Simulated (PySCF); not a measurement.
(E)-1-bromo-2-fluoroprop-1-ene (C3H4BrF), SMILES C/C(F)=C\Br.

Geometry: B3LYP-D3(BJ)/def2-SVP.

Computed with TDDFT-PBE/def2-SVPD in PySCF 2.14.0.

Vertical excitations.  State labels are in the subgroup Cs.

### Question
Estimate the UV-visible absorptions. (The exact figures need the calculation; the answer reports its results.)

### Answer

| state | symmetry | energy (eV) | λ (nm) | f | main pairs |
|---|---|---|---|---|---|
| S1 | A" | 4.93 | 252 | 0.001 | HOMO→LUMO 100 % |
| S2 | A' | 5.95 | 208 | 0.221 | HOMO→LUMO+1 87 % |
| S3 | A" | 6.00 | 207 | 0.010 | HOMO→LUMO+2 100 % |
| S4 | A" | 6.09 | 204 | 0.000 | HOMO−1→LUMO+1 100 % |
| S5 | A' | 6.24 | 199 | 0.003 | HOMO−1→LUMO 99 % |
| S6 | A" | 6.60 | 188 | 0.000 | HOMO→LUMO+3 100 % |
| S7 | A" | 7.02 | 177 | 0.005 | HOMO→LUMO+4 99 % |
| S8 | A' | 7.25 | 171 | 0.024 | HOMO−1→LUMO+2 66 %, HOMO→LUMO+5 32 % |
| S9 | A' | 7.29 | 170 | 0.024 | HOMO→LUMO+5 66 %, HOMO−1→LUMO+2 32 % |
| S10 | A" | 7.30 | 170 | 0.001 | HOMO−2→LUMO 98 % |
| T1 | A' | 4.06 | 306 | 0 | HOMO→LUMO+1 97 % |
| T2 | A" | 4.41 | 281 | 0 | HOMO→LUMO 100 % |
| T3 | A' | 5.61 | 221 | 0 | HOMO−1→LUMO 100 % |
| T4 | A" | 5.92 | 210 | 0 | HOMO→LUMO+2 100 % |
Triplets are in the Tamm–Dancoff approximation, which puts them higher than full response would, so one can lie above its singlet here.
